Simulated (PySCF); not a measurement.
## Electron correlation in Hg (mercury, neutral)

[Xe] 4f14 5d9 6s2 6p1, one real determinant (an excited configuration). Computed with PySCF 2.14 in aug-cc-pVTZ-PP with one added diffuse shell each of s, p, d, f, g type with ECP60MDF (7s7p6d4f3g, 113 functions), with scalar relativity through the core potential. Frozen: 5s2 5p6; 12 electrons correlated.

MP2 pair energies summed by pair of shells (mhartree):

```tsv
pair	energy	share (%)
5d-5d	-262.55	65.0
5d-6s	-95.36	23.6
5d-6p	-17.82	4.4
6s-6s	-16.07	4.0
6s-6p	-12.39	3.1
```

Total MP2 correlation energy: -404.21 mhartree.

Same-spin part -139.50 and opposite-spin part -264.70 mhartree; SCS-MP2 scales them by 1/3 and 6/5 to -364.15 mhartree.

The reference is one real determinant that mixes LS terms of this configuration.
